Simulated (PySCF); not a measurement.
Compound: C8H10NP.
Geometry (PBE0-D3(BJ)/def2-SVP, Å), atoms numbered from 1 in this order:
```xyz
20
C8H10NP angstrom
N      2.7670    0.2272    1.0107
P      2.6914    0.5329   -0.6743
C      1.5505   -0.8215   -1.3057
C      0.1771   -0.4875   -0.7900
C     -0.8836   -1.3797   -0.6307
C     -2.1059   -0.9268   -0.1332
C     -2.2708    0.4166    0.2046
C     -1.2142    1.3143    0.0478
C      0.0108    0.8658   -0.4466
C      1.2410    1.7081   -0.6578
H      3.5994   -0.2671    1.3127
H      1.9341   -0.1408    1.4676
H      1.9100   -1.8147   -0.9940
H      1.5737   -0.8037   -2.4112
H     -0.7536   -2.4335   -0.8915
H     -2.9335   -1.6281   -0.0014
H     -3.2272    0.7660    0.6013
H     -1.3415    2.3655    0.3198
H      1.2008    2.2285   -1.6318
H      1.3910    2.4733    0.1185
```

Level: PBE0/pcSseg-1 in PySCF, non-relativistic, on one gas-phase PBE0-D3(BJ)/def2-SVP geometry that isn't relaxed in the solvent. The solvent is an IEF-PCM continuum (van der Waals radii × 1.2). The model holds no explicit solvent molecules, cavitation or dispersion.

Gas phase at PBE0/pcSseg-1: HOMO -6.67 eV, LUMO -0.32 eV, dipole 1.39 D.

Question: What does the continuum do to the energy, the frontier levels and the dipole at PBE0/pcSseg-1 in acetonitrile and dimethylsulfoxide?

Answer: 
```csv
solvent,ε,E(solvent) − E(gas) (kcal/mol),polarisation term (kcal/mol),distortion of the solute (kcal/mol),HOMO (eV),LUMO (eV),dipole (D)
acetonitrile,35.69,-6.30,-7.03,0.73,-6.74,-0.33,1.81
dimethylsulfoxide,46.83,-6.38,-7.13,0.75,-6.74,-0.33,1.82
```

The first energy column is the sum of the next two and covers electrostatics alone. From acetonitrile to dimethylsulfoxide the lowering changes by a factor 1.01, Onsager's factor (ε − 1)/(2ε + 1) by 1.01 and ε itself by 1.3.

Question: Which radius a makes the point-dipole formula ΔE = −[(ε − 1)/(2ε + 1)]·μ²/a³ give the value in dimethylsulfoxide, with the gas-phase dipole?

Answer: μ = 0.548 au and |ΔE| = 0.01017 Eh give a = 1.28 Å; the farthest nucleus lies 3.71 Å from the centroid of the nuclei, so such a sphere wouldn't even hold the nuclei. The formula assumes a rigid point dipole at the centre of a sphere.

Question: Give the dipole vector in the frame of the coordinates (D, pointing from negative to positive charge), gas and dimethylsulfoxide.

Answer: Gas (-0.66, -1.10, 0.53), solvent (-0.84, -1.50, 0.58). Its length changes by +31 % and its direction by 4°.

Question: Which ESP-fitted charges (PBE0/pcSseg-1) respond most in acetonitrile (means over atoms taken as equivalent)?

Answer: 
```tsv
atoms	environment	gas (e)	solvent (e)	change
N1	nitrogen bonded to P and 2 H	-0.732	-0.801	-0.069
P2	three-coordinate phosphorus	-0.174	-0.240	-0.066
C3/C10	sp3 carbon bound to phosphorus	+0.054	+0.102	+0.048
H11/H12	N–H hydrogen	+0.342	+0.379	+0.037
C6/C7	aromatic CH carbon	-0.136	-0.153	-0.017
C4/C9	substituted aromatic carbon	+0.070	+0.053	-0.017
```

Question: How do the nuclear quadrupole coupling constants eQVzz/h respond in acetonitrile?

Answer: 
```
  nucleus  Q (barn)  gas (MHz)  solvent (MHz)  η gas  η solvent
14N at N1   0.02044      -5.02          -4.86   0.03       0.04
```
